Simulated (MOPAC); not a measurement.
Input file for MOPAC: PM7 on OsCl, 2S+1 = 6, a spin state set in the input, which need not be the lowest, a point of a bond scan (R = 2.375 Å).

```
PM7 1SCF PRECISE CHARGE=0 UHF MS=2.5 THREADS=1
ClOs

Os     0.00000000 1     0.00000000 1     0.00000000 1
Cl     0.00000000 1     0.00000000 1     2.37500500 1
```

Output:

```
*******************************************************************************
 **                                                                           **
 **                              MOPAC v23.2.5                                **
 **                                                                           **
 *******************************************************************************
 ** MOPAC's Digital Object Identifier: https://doi.org/10.5281/zenodo.6511958 **
 **                                                                           **
 ** Please cite the open-source release paper for use of this MOPAC version:  **
 ** J. E. Moussa and J. J. P. Stewart (2026)                                  **
 ** MOPAC: An open-source semiempirical molecular orbital program             **
 ** J. Open Source Softw., 11(119), 8025, https://doi.org/10.21105/joss.08025 **
 *******************************************************************************

                              PM7 CALCULATION RESULTS

 *******************************************************************************
 *  PM7        - The PM7 Hamiltonian to be used
 *  UHF        - UNRESTRICTED HARTREE-FOCK CALCULATION
 *
 *
 *
 *                 CHARGE ON SYSTEM = 0
 *
 *
 *
 *  MS=        - IN MECI, MAGNETIC COMPONENT OF SPIN =  2.5
 *  PRECISE    - TIGHTER CRITERIA TO BE USED
 *  1SCF       - DO 1 SCF AND THEN STOP
 *  THREADS=1  - MULTI-THREADING NOT USED
 *  T=         - A TIME OF 172800.0 SECONDS REQUESTED
 *  DUMP=N     - RESTART FILE WRITTEN EVERY 7200.0 SECONDS REQUESTED
 *******************************************************************************
PM7 1SCF PRECISE CHARGE=0 UHF MS=2.5 THREADS=1
 ClOs

   ATOM   CHEMICAL          X               Y               Z
  NUMBER   SYMBOL      (ANGSTROMS)     (ANGSTROMS)     (ANGSTROMS)

     1      Os          0.00000000  *   0.00000000  *   0.00000000  *
     2      Cl          0.00000000  *   0.00000000  *   2.37500500  *



          CARTESIAN COORDINATES

    NO.       ATOM           X           Y           Z

     1        Os          0.0000      0.0000      0.0000
     2        Cl          0.0000      0.0000      2.3750

 General Reference for PM7:
 "Optimization of Parameters for Semiempirical Methods VI: More Modifications to the
 NDDO Approximations and Re-optimization of Parameters", J. J. P. Stewart, J. Mol. Mod., 1:32, 19 (2013)
 https://link.springer.com/article/10.1007/s00894-012-1667-x

           Empirical Formula: Os Cl  =     2 atoms



      MOLECULAR POINT GROUP   :   C*v


          UHF CALCULATION, NO. OF ALPHA ELECTRONS =   10
                           NO. OF BETA  ELECTRONS =    5

 -------------------------------------------------------------------------------
 PM7 1SCF PRECISE CHARGE=0 UHF MS=2.5 THREADS=1
 ClOs



     1SCF WAS SPECIFIED, SO BFGS WAS NOT USED
     SCF FIELD WAS ACHIEVED


                              PM7 CALCULATION
                                                       MOPAC v23.2.5 Linux




          FINAL HEAT OF FORMATION =        111.62667 KCAL/MOL =     467.04599 KJ/MOL


          COSMO AREA              =        102.99 SQUARE ANGSTROMS
          COSMO VOLUME            =         92.29 CUBIC ANGSTROMS

          IONIZATION POTENTIAL    =          6.389139 EV
          ALPHA SOMO LUMO (EV)    =         -6.389 76.157
          BETA  SOMO LUMO (EV)    =         -8.337  2.508
          NO. OF ALPHA ELECTRONS  =         10
          NO. OF BETA  ELECTRONS  =          5
          MOLECULAR WEIGHT        =        225.6530         POINT GROUP:  C*v

          MOLECULAR DIMENSIONS (Angstroms)

            Atom       Atom       Distance
           Cl     2   Os     1     2.37500
           Cl     2   Os     1     0.00000
           Os     1   Cl     2     0.00000


          SCF CALCULATIONS        =          1





   ATOM   CHEMICAL          X               Y               Z
  NUMBER   SYMBOL      (ANGSTROMS)     (ANGSTROMS)     (ANGSTROMS)

     1      Os          0.00000000  *   0.00000000  *   0.00000000  *
     2      Cl          0.00000000  *   0.00000000  *   2.37500500  *

                             CARTESIAN COORDINATES

   1   Os        0.000000000     0.000000000     0.000000000
   2   Cl        0.000000000     0.000000000     2.375005000


           Empirical Formula: Os Cl  =     2 atoms



      MOLECULAR POINT GROUP   :   C*v


          ALPHA EIGENVALUES
 -25.20407 -14.88814 -13.81952 -13.81952 -13.77668 -13.77668 -12.96690  -9.42137
  -9.42137  -6.38914  76.15668  76.15668  76.40274  76.40274  77.44173 102.54769
 102.55816 102.55816


           BETA EIGENVALUES
 -23.27496 -12.08661  -9.70281  -9.70281  -8.33736   2.50811   2.50811   3.28093
   3.63958   3.63958  76.46584  76.46584  76.49778  76.49778  78.12753 106.06562
 106.06562 106.41615


              NET ATOMIC CHARGES AND DIPOLE CONTRIBUTIONS

  ATOM NO.   TYPE          CHARGE      No. of ELECS.   s-Pop       p-Pop       d-Pop
    1         Os           0.633313        7.3667     1.43039     0.00457     5.93172
    2         Cl          -0.633313        7.6333     1.98500     5.62800     0.02031
 DIPOLE           X         Y         Z       TOTAL
 POINT-CHG.     0.000     0.000    -7.225     7.225
 HYBRID         0.000     0.000    -0.201     0.201
 SUM            0.000     0.000    -7.426     7.426


          ATOMIC ORBITAL ELECTRON POPULATIONS

     Atom    s        px        py        pz      x^2-y^2     xz        z^2       yz        xy
    1 Os   1.43039   0.00021   0.00021   0.00415   1.00000   1.02339   1.88494   1.02339   1.00000
    2 Cl   1.98500   1.97639   1.97639   1.67521   0.00000   0.00000   0.02030   0.00000   0.00000


                    (SZ)    =    2.500000
                    (S**2)  =    8.750208


          ATOMIC ORBITAL SPIN POPULATIONS

    Atom   Total    s     px     py     pz   x^2-y^2  xz     z^2    yz     xy
         Atomic
    1 Os  4.6118  0.543  0.000  0.000  0.001  1.000  0.977  0.115  0.977  1.000
    2 Cl  0.3882  0.014  0.023  0.023  0.321  0.000  0.000  0.006  0.000  0.000

 **********************
 *                    *
 * JOB ENDED NORMALLY *
 *                    *
 **********************




 == MOPAC DONE ==
```

The run finished.

Cost: about 0.03 core-seconds (a rough figure).
